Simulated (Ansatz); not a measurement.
Reaction (SMILES): C[O][Ge]([Cl])([Cl])[Cl] [trichloro(methoxy)germane] + 5 [H][H] (H2) → C (CH4) + 3 Cl (HCl) + [GeH4] (GeH4) + O (H2O)
Structures are relaxed separately at B3LYP-D3(BJ)/def2-TZVP in Ansatz (a program for electronic structure), one conformer each, not searched for the lowest.
Geometry of the first species:
SMILES: [Ge]([O]C)([Cl])([Cl])[Cl]
```xyz
9

C     -2.6735    -0.3731    -0.1316
O     -1.4006    -0.9317    -0.4732
Ge     0.0713    -0.0821    -0.0470
Cl     0.1979     0.1853     2.0777
Cl     1.6871    -1.2736    -0.7456
Cl     0.1145     1.8563    -0.9652
H     -2.7805    -0.2623     0.9500
H     -3.4254    -1.0718    -0.4946
H     -2.8233     0.5960    -0.6130
```

Property: energy of full hydrogenation (electronic energy difference), in kcal/mol. Correlated levels leave the core frozen unless marked. No spin-orbit coupling. Frozen are the shells of the preceding noble gas and the d and f shells that filled before the atom's block. No relativistic terms. Basis-set limits of correlation are two-point, X^-3; Hartree-Fock from the larger set.

```json
[
 {"level": "LC-wPBE-D3(BJ)/def2-TZVPD", "program": "Ansatz + dftd3", "energy of full hydrogenation (kcal/mol)": "7.5", "minus last row": "-8.6"},
 {"level": "SCS-MP2/STO-3G", "program": "Ansatz", "energy of full hydrogenation (kcal/mol)": "75.0", "minus last row": "58.9"},
 {"level": "SCS-MP2/def2-SVPD", "program": "Ansatz", "energy of full hydrogenation (kcal/mol)": "2.2", "minus last row": "-13.9"},
 {"level": "CCSD/STO-3G", "program": "Ansatz", "energy of full hydrogenation (kcal/mol)": "76.1", "minus last row": "60.0"},
 {"level": "CCSD/def2-TZVPPD", "program": "Ansatz", "energy of full hydrogenation (kcal/mol)": "8.4", "minus last row": "-7.7"},
 {"level": "CCSD/def2-QZVPP", "program": "Ansatz", "energy of full hydrogenation (kcal/mol)": "10.5", "minus last row": "-5.6"},
 {"level": "CCSD(T)/CBS(def2-TZVPPD,def2-QZVPPD)", "program": "Ansatz", "energy of full hydrogenation (kcal/mol)": "16.1", "minus last row": "0.0"}
]
```
